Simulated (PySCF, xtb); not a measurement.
H₂Sb, SMILES [SbH2], multiplicity 2.

Harmonic wavenumbers (cm⁻¹) from GFN2-xTB (xtb) at its own minimum, in rising order: 838, 1438, 1557.

Question: What does PBE-D3(BJ)/def2-TZVPD (PySCF) give at its own minimum? (Estimate from the structure and the level; the computed values follow.)

Answer: 807, 1872, 1880. Paired by order, the mean absolute difference is 263 cm⁻¹ and the zero-point energies are 5.5 and 6.5 kcal/mol.
